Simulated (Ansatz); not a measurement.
System: HgCl (charge +1, singlet). 
Coordinates optimised at B3LYP-D3(BJ)/def2-TZVP (Ansatz, a program for electronic structure):
SMILES: [Cl][Hg+]
```xyz
2

Hg     0.0000     0.0000    -0.3980
Cl     0.0000     0.0000     1.8728
```
Charge +1, spin multiplicity 1.

Parts of the frozen-core correlation energy in def2-QZVPPD (Ansatz, hartree). Frozen orbitals: 9; correlated occupied orbitals by spin: 9 and 9; virtual: 149 and 149. Spin-orbit coupling is left out. In def2 rows, elements after Kr have scalar-relativistic effective core potentials.

```json
[
 {"term": "reference (HF)", "value": "-611.74991"},
 {"term": "MP2 opposite-spin", "value": "-0.42594"},
 {"term": "MP2 same-spin", "value": "-0.19501"},
 {"term": "CCSD correlation", "value": "-0.60266"},
 {"term": "(T)", "value": "-0.02860"},
 {"term": "T1 diagnostic", "value": "0.025"},
 {"term": "largest doubles amplitude", "value": "0.085"}
]
```
